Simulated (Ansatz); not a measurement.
Geometry optimisation, Ansatz 0.2.0, RHF/def2-SVP.

Input:

```yaml
crystal:
  periodic: [false, false, false]
  atoms:
    - { symbol: B, position_ang: [-0.995, 1.4581, 0.0733] }
    - { symbol: P, position_ang: [-1.128, -0.4289, 0.1666] }
    - { symbol: "N", position_ang: [-0.2427, -0.5506, 1.7029] }
    - { symbol: Si, position_ang: [0.6946, -0.7349, -1.164] }
    - { symbol: H, position_ang: [-1.3504, 2.0426, -0.9564] }
    - { symbol: H, position_ang: [-0.7197, 2.1571, 1.0] }
    - { symbol: H, position_ang: [0.7157, -0.0222, 1.643] }
    - { symbol: H, position_ang: [0.0751, -1.5419, 1.8388] }
    - { symbol: H, position_ang: [1.75352, -1.15462, -0.26861] }
    - { symbol: H, position_ang: [0.99047, 0.56882, -1.75575] }
    - { symbol: H, position_ang: [0.39187, -1.72053, -2.12469] }
basis:
  gaussian: { orbitals: def2-SVP }
hamiltonian:
  xc: hf
relax:
  f_tol: 0.015
  max_steps: 40
```

Run as:

```bash
$ ansatz run input.yaml --threads 1 --pin off --max-ram 2048MiB --backend cpu --events-out ev --progress --plain --runs-dir out
```

Question: Where does it end, and by what steps?

Answer: The run converged. After 26 steps the energy has fallen by 0.885 eV; H10 moved furthest, 1.18 Å.

```tsv
step	energy less start (eV)	largest force component (eV/Å)	accepted
0	0.0000	3.475	yes
1	-0.4923	1.196	yes
2	-0.6366	0.849	yes
3	-0.7239	1.048	yes
4	-0.7648	0.410	yes
5	-0.7667	0.516	yes
6	-0.7917	0.197	yes
7	-0.7872	0.500	no
8	-0.8017	0.085	yes
9	-0.7986	0.398	no
10	-0.8072	0.058	yes
11	-0.8114	0.040	yes
12	-0.8156	0.089	yes
13	-0.8203	0.174	yes
14	-0.8258	0.264	yes
15	-0.8265	0.476	yes
16	-0.8653	0.156	yes
17	-0.8555	0.307	no
18	-0.8755	0.049	yes
19	-0.8792	0.073	yes
20	-0.8828	0.139	yes
21	-0.8826	0.092	no
22	-0.8844	0.069	yes
23	-0.8842	0.074	no
24	-0.8851	0.023	yes
25	-0.8844	0.055	no
26	-0.8853	0.010	yes
```

```xyz
11
Properties=species:S:1:pos:R:3
B -0.897 1.720 0.225
P -0.808 -0.147 0.168
N -0.328 -0.745 1.695
Si 0.798 -0.684 -1.336
H -0.932 2.310 -0.818
H -1.025 2.301 1.263
H 0.595 -0.569 2.041
H -0.657 -1.656 1.945
H 2.154 -0.261 -0.902
H 0.467 -0.039 -2.627
H 0.818 -2.156 -1.499
```

Run time: 67 s on 1 thread of Arm Neoverse V1, with other jobs on the host, peak memory 0.19 GiB.
